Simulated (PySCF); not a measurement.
## Heteronuclear NMR

Molfile (atoms numbered from 1):
```
C7H12OSi
     RDKit          3D

 21 21  0  0  0  0  0  0  0  0999 V2000
   -1.0484   -0.0555    1.8669 C   0  0  0  0  0  0  0  0  0  0  0  0
   -0.9348   -0.0228    0.5473 C   0  0  0  0  0  0  0  0  0  0  0  0
   -2.0622   -0.4235   -0.3613 C   0  0  0  0  0  0  0  0  0  0  0  0
    0.3155    0.3960   -0.1336 C   0  0  1  0  0  0  0  0  0  0  0  0
    1.3129   -0.6222   -0.4570 C   0  0  0  0  0  0  0  0  0  0  0  0
    1.1681   -1.9640    0.2229 C   0  0  0  0  0  0  0  0  0  0  0  0
    2.2500   -0.3773   -1.2006 O   0  0  0  0  0  0  0  0  0  0  0  0
    0.2424    1.5462   -1.1550 C   0  0  0  0  0  0  0  0  0  0  0  0
    1.2744    2.0225    0.3248 Si  0  0  0  0  0  4  0  0  0  0  0  0
   -0.2390    0.2477    2.5105 H   0  0  0  0  0  0  0  0  0  0  0  0
   -1.9493   -0.3888    2.3543 H   0  0  0  0  0  0  0  0  0  0  0  0
   -1.6922   -1.0351   -1.1825 H   0  0  0  0  0  0  0  0  0  0  0  0
   -2.8228   -0.9766    0.1840 H   0  0  0  0  0  0  0  0  0  0  0  0
   -2.5299    0.4604   -0.7947 H   0  0  0  0  0  0  0  0  0  0  0  0
    1.1418   -1.8303    1.3017 H   0  0  0  0  0  0  0  0  0  0  0  0
    2.0051   -2.6027   -0.0479 H   0  0  0  0  0  0  0  0  0  0  0  0
    0.2363   -2.4382   -0.0787 H   0  0  0  0  0  0  0  0  0  0  0  0
    0.7276    1.3329   -2.0984 H   0  0  0  0  0  0  0  0  0  0  0  0
   -0.7406    1.9779   -1.2819 H   0  0  0  0  0  0  0  0  0  0  0  0
    2.7166    1.9419    0.2922 H   0  0  0  0  0  0  0  0  0  0  0  0
    0.6196    2.8286    1.3413 H   0  0  0  0  0  0  0  0  0  0  0  0
  1  2  2  0
  2  3  1  0
  4  2  1  1
  4  5  1  0
  5  6  1  0
  5  7  2  0
  4  8  1  0
  8  9  1  0
  9  4  1  0
  1 10  1  0
  1 11  1  0
  3 12  1  0
  3 13  1  0
  3 14  1  0
  6 15  1  0
  6 16  1  0
  6 17  1  0
  8 18  1  0
  8 19  1  0
  9 20  1  0
  9 21  1  0
M  END
```

Computational details: NMR shieldings at PBE0/pcSseg-1/GIAO, coordinates at the GFN2-xTB level, in PySCF 2.14 (a single conformation, in vacuum, non-relativistic, averaged over atoms made equivalent by symmetry, fast rotation or ring inversion).

(1) Where does ²⁹Si resonate?

(2) What are the ¹⁷O shifts?

## Answers

(1) 
```
atoms                                       environment  σ (ppm)  δ (ppm)
  Si9  silicon bonded to 2 C, 2 H, in a 3-membered ring    447.4    -87.8
```

Shieldings were converted by a linear fit to measured shifts: ²⁹Si (scatter 8.9 ppm rms, 25.8 ppm with the 6 outliers that the fit left out vs TMS, solution or neat liquid). Occasional misses reach two or three times the rms, and more in compound classes unlike the fitted ones.

On a 300 MHz spectrometer ²⁹Si resonates near 59.6 MHz, so 1 ppm is 59.6 Hz.

(2) 
```json
{"atoms": "O7", "environment": "ketone oxygen", "σ (ppm)": "-253.7", "δ (ppm)": "497.8"}
```

Shieldings were converted by a linear fit to measured shifts: ¹⁷O (scatter 10.7 ppm rms, 12.2 ppm with the 3 outliers that the fit left out vs liquid water, solution or neat liquid). Occasional misses reach two or three times the rms, and more in compound classes unlike the fitted ones.

On a 500 MHz spectrometer ¹⁷O resonates near 67.8 MHz, so 1 ppm is 67.8 Hz.
